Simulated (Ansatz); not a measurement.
Gas-phase electronic energies from Ansatz, PBE0-D4/def2-TZVP geometries. CCSD(T)/CBS is the MP2 limit (def2-TZVPP, def2-QZVPP) plus CCSD(T) − MP2 in def2-TZVPP, frozen cores. Double bonds are as drawn, so ΔE can hold a change between cis and trans. Functionals use def2-TZVPP. B3LYP here is the variant with VWN-RPA as its local correlation; programs differ in this. For Se outer-core shells are correlated without core-valence functions, which leaves a few kJ/mol of doubt a bond. Scalar relativity is left out up to krypton. One conformer a species, not always the lowest.

Consider the ligand exchange at the Si–C bond: `C/C([SiH3])=C\N` + `O[SiH2][SeH]` → `O[SiH2][Se][SiH3]` + `C/C=C/N`.

`C/C([SiH3])=C\N`:

```xyz
14

C    -0.990   -0.018   -1.123
C    -0.127   -0.105    0.107
Si   -0.647   -1.115    1.556
C     1.034    0.571    0.167
N     1.519    1.411   -0.803
H    -0.437   -0.298   -2.030
H    -1.853   -0.684   -1.068
H    -1.377    0.996   -1.278
H    -0.849   -2.547    1.188
H    -1.945   -0.653    2.130
H     0.396   -1.035    2.617
H     1.659    0.519    1.054
H     2.502    1.614   -0.795
H     1.115    1.344   -1.722
```

`O[SiH2][SeH]`:

Cartesian coordinates in Å:
```
O 0.090 -1.553 -0.493
Si -0.451 -0.009 -0.352
Se -0.039 0.914 1.693
H 0.976 -1.744 -0.181
H 0.170 0.888 -1.357
H -1.916 -0.092 -0.522
H 1.170 1.596 1.212
```

`O[SiH2][Se][SiH3]`:

```xyz
10

O     1.712   -0.651   -1.672
Si    0.221    0.008   -1.494
Se   -1.123   -1.218   -0.119
Si   -0.780    0.137    1.679
H     2.178   -0.920   -0.879
H    -0.371    0.023   -2.847
H     0.291    1.377   -0.916
H    -1.434    1.455    1.494
H    -1.367   -0.559    2.851
H     0.674    0.349    1.904
```

`C/C=C/N`:

Z-matrix (Å, degrees):
```
C
C 1 1.491
H 1 1.095 2 111.8
H 1 1.093 2 111.1 3 120.3
H 1 1.096 2 111.9 3 -119.6
C 2 1.332 1 123.9 3 -122.5
H 2 1.089 1 117.3 3 58.7
N 6 1.389 2 126.6 1 -174.5
H 6 1.088 2 119.6 1 1.1
H 8 1.009 6 114.6 2 -16.9
H 8 1.007 6 114.7 2 -147.8
```

Q: Is it downhill or uphill in electronic energy at CCSD(T)/CBS, and by how much? (Best estimate.)

A: The calculation gave: Downhill: ΔE = -13.4 kcal/mol.

Q: What do these levels give: B3LYP-D4, ωB97M-V, B2PLYP, PBE, B3LYP, SCS-MP2/def2-TZVPP, CCSD/def2-TZVPP, CCSD(T)/def2-TZVPP, MP2/def2-QZVPP, SCS-MP2/def2-QZVPP, HF/CBS(def2), MP2/CBS(def2)? (An estimate is asked.)

A: Ansatz gave: B3LYP-D4 -12.3, ωB97M-V -12.6, B2PLYP -12.6, PBE -12.8, B3LYP -12.6, SCS-MP2/def2-TZVPP -12.9, CCSD/def2-TZVPP -12.9, CCSD(T)/def2-TZVPP -12.6, MP2/def2-QZVPP -13.2, SCS-MP2/def2-QZVPP -13.2, HF/CBS(def2) -14.3, MP2/CBS(def2) -13.6 kcal/mol.

Largest T1 diagnostic among the species: 0.012.

In def2-TZVPP, CCSD(T) changes the Hartree–Fock value by +1.9 kcal/mol (the triples alone add +0.3 kcal/mol) and MP2 by +1.7 kcal/mol.
